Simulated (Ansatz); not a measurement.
```yaml
crystal:
  periodic: [false, false, false]
  atoms:
    - {symbol: N, position_ang: [1.290209, 1.970049, -0.720431]}
    - {symbol: Hf, position_ang: [0.417525, 0.294236, -0.129435]}
    - {symbol: O, position_ang: [1.278967, -1.217214, -0.767061]}
    - {symbol: Si, position_ang: [2.164464, -2.257201, -1.442446]}
    - {symbol: O, position_ang: [-1.553534, 0.653171, -1.001012]}
    - {symbol: Si, position_ang: [-2.971216, 0.796852, -1.534032]}
    - {symbol: O, position_ang: [0.011863, 0.311919, 1.709037]}
    - {symbol: Si, position_ang: [-0.020473, 0.202600, 3.386219]}
    - {symbol: H, position_ang: [2.277499, 2.372642, -0.814562]}
    - {symbol: H, position_ang: [0.843995, 3.236610, -0.497812]}
    - {symbol: H, position_ang: [1.385565, -3.073424, -2.479222]}
    - {symbol: H, position_ang: [2.420677, -3.299781, -0.454852]}
    - {symbol: H, position_ang: [3.305236, -1.818165, -1.950086]}
    - {symbol: H, position_ang: [-3.291001, -0.275903, -2.542444]}
    - {symbol: H, position_ang: [-3.541317, 1.957599, -2.192598]}
    - {symbol: H, position_ang: [-4.066800, 0.368247, -0.514979]}
    - {symbol: H, position_ang: [1.543751, 0.030494, 4.002897]}
    - {symbol: H, position_ang: [-0.925418, -1.242455, 3.863158]}
    - {symbol: H, position_ang: [-0.742898, 1.238441, 3.892672]}
basis:
  gaussian: {orbitals: def2-SVP}
total_charge: 1
magnetization: {spin_polarized: true, initial_magnetization: 1}
hamiltonian: {xc: {name: B2GP-PLYP}}
relax: {f_tol: 0.001, max_steps: 2}
output: {forces: true}
```

```sh
$ ansatz run in.yaml --threads 4 --pin off --events-out ev --progress --plain --max-ram 46080MiB --backend cuda --devices 0, --max-vram 37GiB
```

Output, abridged:

```
Functional definition: B2GP-PLYP
2039 factors; integrals over basis functions are off by at most 4.0e-4 eV
mean field evaluation 1: about -32667.8392 eV, gradient 7.3e1 eV
mean field evaluation 2: about -32667.8412 eV, gradient 7.3e1 eV
mean field evaluation 4: about -32687.8787 eV, gradient 1.4e1 eV
mean field evaluation 8: about -32689.7115 eV, gradient 2.8e0 eV
mean field evaluation 16: about -32690.0863 eV, gradient 2.9e-1 eV
mean field evaluation 32: about -32689.6899 eV, gradient 4.7e0 eV
mean field evaluation 64: about -32690.1165 eV, gradient 1.0e0 eV
mean field -32690.13166223 eV, -1201.3401804198 hartree, gradient 2.4e-6 eV, S^2 0.764720; 8 other end points of the search recorded, 0 dependent functions left out
19 core orbitals not correlated: weight in the atoms' cores, before any rotation towards them, 1.000 or more for the frozen orbitals, at most 0.000 for the correlated occupied ones
reference -32690.13188137 eV, -1201.3401884732 hartree; 29, 28 occupied and 149, 150 virtual orbitals, 2039 factors
second order -38.80954071 eV of doubles, -0.00000000 eV of singles
relax step   1: F+E_penalty+E_count = -32704.10309688 eV  Δ(F+E_penalty+E_count) = +0.000e0 eV  max|allowed force component| = 1.049e1 eV/Å  Δτ_max = 0.0000 Å  (293 SCF iters, accepted)
2039 factors; integrals over basis functions are off by at most 6.1e-4 eV
mean field -32695.30305221 eV, -1201.5302254963 hartree, gradient 3.6e-6 eV, S^2 0.756831; 0 other end points of the search recorded, 0 dependent functions left out
19 core orbitals not correlated: weight in the atoms' cores, before any rotation towards them, 1.000 or more for the frozen orbitals, at most 0.000 for the correlated occupied ones
reference -32695.30326772 eV, -1201.5302334161 hartree; 29, 28 occupied and 149, 150 virtual orbitals, 2039 factors
second order -38.30408959 eV of doubles, -0.00000000 eV of singles
relax step   2: F+E_penalty+E_count = -32709.09252446 eV  Δ(F+E_penalty+E_count) = -4.989e0 eV  max|allowed force component| = 5.215e0 eV/Å  Δτ_max = 0.1948 Å  (44 SCF iters, accepted)
Error: geometry relaxation did not converge after 2 steps: max|allowed force component| = 5.21e0 eV/Å (threshold 1.0e-3). Raise `relax.max_steps` over both its present limit and 2, loosen `relax.f_tol`, or start from a geometry closer to equilibrium. Where this run's directory can be resumed (`checkpoint.write`), a resume goes on for up to `relax.max_steps` more
```

(1) Something in this input is off. What?

Answers

(1) The relaxation is allowed too few steps for its threshold. The calculation stopped without meeting its thresholds.
